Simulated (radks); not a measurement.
Values are calculated unless marked as measured or tabulated.
Au LXII, 18 electrons, occupied as [Ar] (the NIST ground configuration).

Code: a radial shooting solver on a logarithmic mesh with Libxc functionals. Model: Dirac Kohn-Sham, BLYP, spin-unpolarised, spherical densities, finite nucleus; Fermi nuclear charge, rms radius 5.4371 fm.

Energy parts (hartree):
total: -15026.1298
kinetic: 17757.9270
electron-nucleus: -34212.1411
Hartree: 1624.3152
exchange-correlation: -196.2309

Orbitals (lengths in bohr, moments of r in powers of bohr; <r^-3> diverges for s and p1/2; r(max) is where P^2 peaks):
| orbital | occ. | eigenvalue (hartree) | <r^-3> | <1/r> | <r^2> | r(max) |
|---|---|---|---|---|---|---|
| 1s1/2 | 2 | -3136.362 | - | 95.69 | 0.0003933 | 0.01042 |
| 2s1/2 | 2 | -691.4917 | - | 23.73 | 0.005830 | 0.06016 |
| 2p1/2 | 2 | -671.8562 | - | 23.64 | 0.004120 | 0.04429 |
| 2p3/2 | 4 | -603.3068 | 20890 | 19.30 | 0.005255 | 0.05156 |
| 3s1/2 | 2 | -270.3725 | - | 9.370 | 0.03375 | 0.1631 |
| 3p1/2 | 2 | -262.8845 | - | 9.288 | 0.03021 | 0.1514 |
| 3p3/2 | 4 | -245.0857 | 5775 | 8.116 | 0.03497 | 0.1644 |

The highest occupied level is 3p3/2 at -6669.1 eV. The electron density at the nucleus is 2.14e+06 e/bohr^3. The density falls to 0.001 e/bohr^3 at r = 0.55 bohr.
